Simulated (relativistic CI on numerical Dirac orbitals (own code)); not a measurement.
# Slater and spin-orbit integrals, W⁶⁸⁺

Calculated at this level of theory: Dirac-Coulomb-Breit CI, orbitals from a KLI potential per configuration, model QED (radiative potential, 1s self-energy scaled to tabulated hydrogen-like ionisation energies), unscaled Slater integrals (own radial code, finite nucleus).

Slater integrals F^k, G^k are unscaled and averaged over j, outside the closed core 1s2; ζ comes from projecting the Hamiltonian with its Breit term on Σ l·s of the shell.

- 2s2 2p2: F^2(2p,2p) = 1.423e+06, ζ(2p) = 7.7846e+06 cm⁻¹; <r>(2p) = 0.06592, <r^2>(2p) = 0.005302 (bohr units).
- 2s 2p3: F^2(2p,2p) = 1.4219e+06, G^1(2s,2p) = 1.5317e+06, ζ(2p) = 7.7669e+06 cm⁻¹; <r>(2s) = 0.07432, <r^2>(2s) = 0.006567, <r>(2p) = 0.06598, <r^2>(2p) = 0.00531 (bohr units).
- 2p4: F^2(2p,2p) = 1.4201e+06, ζ(2p) = 7.7496e+06 cm⁻¹; <r>(2p) = 0.06605, <r^2>(2p) = 0.005323 (bohr units).

Averages of the first 10 configurations, taken without configuration mixing, which lowers the lowest level and can move excited configurations by several eV; other configurations of the list can lie among them:

| Configuration | Parity | States | Average energy above the lowest level (eV) |
| --- | --- | --- | --- |
| 2s2 2p2 | even | 15 | 1914.5 |
| 2s 2p3 | odd | 40 | 3187.6 |
| 2p4 | even | 15 | 4523.8 |
| 2p3 3s | odd | 40 | 13924.8 |
| 2p3 3p | even | 120 | 14295.8 |
| 2s2 2p 3s | odd | 12 | 11389.5 |
| 2p3 3d | odd | 200 | 14583.6 |
| 2s2 2p 3p | even | 36 | 11772.6 |
| 2s2 2p 3d | odd | 60 | 12060.3 |
| 2s 2p2 3s | even | 60 | 12625.5 |
